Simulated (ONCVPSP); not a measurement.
# carbon (C): ONCV pseudisation with PBE, scalar-relativistic reference atom.

ONCVPSP 4.0.1 input, shortened (lines: element, Z, core and valence counts, functional; n l f; lmax; l rc ep ncon nbas qcut; lloc lpopt rc5 dvloc0; l nproj debl; icmod fcfact rcfact), PBE, scalar-relativistic:

```
  C 6.00    1    2        4      upf
    1    0    2.00
    2    0    2.00
    2    1    1.00
    2
    0    1.15    0.00    3    7    4.80
    1    2.60    0.00    4    7    6.20
    2    2.70    0.31    4    9    4.20
    4    4    0.95   -1.00
    0    2    3.30
    1    2    0.60
    2    1    0.70
    3    5.75    1.35
```

In the p channel the program set the typed energies aside and used -0.625, 0.250 Ha.

Calculated quality:

```
Cutoffs needed             : 48 Ha and 108 Ha (the cutoffs (Ha) at which the residual kinetic energy of the hardest occupied pseudo-wave falls to 1 and 0.1 mHa per electron)
Ghost test                 : no bound ghost flagged; GHOST(+) flagged for d at 39.7 eV
Largest excitation error   : +713 meV (all-electron minus pseudo) for 2s1 2p0, out of 4 test configurations
rms error of d²Exc/dni dnj : 3.22 mHa without and 3.52 mHa with the model core
```

Generation and tests took about 1.9 s on one core of a shared server CPU.
